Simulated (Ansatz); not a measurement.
A structure relaxed at B3LYP-D4/def2-TZVP in Ansatz, charge 0, singlet:

```
atom    x (Å)    y (Å)    z (Å)
  B1  -0.1487  -0.7574  -0.2404
  B2   0.1486   0.7577   0.2405
 Si3   0.8137   0.2973  -1.5361
 Si4  -0.8136  -0.2975   1.5360
```

Problem. Give its formula and point group.

Solution. Si2B2. Point group D2h (tolerance 0.1 Å).

Problem. Summarise the bond lengths by kind (pairs closer than 1.2 times the sum of covalent radii, bridged metal pairs left out).

Solution. 4 × B–Si 1.93 to 1.95 Å; 1 × B–B 1.62 Å.

The restricted singlet is unstable towards broken spin symmetry at other levels; at B3LYP-D4/def2-TZVP this wasn't settled. The structure comes from a short search, and lower isomers may exist.
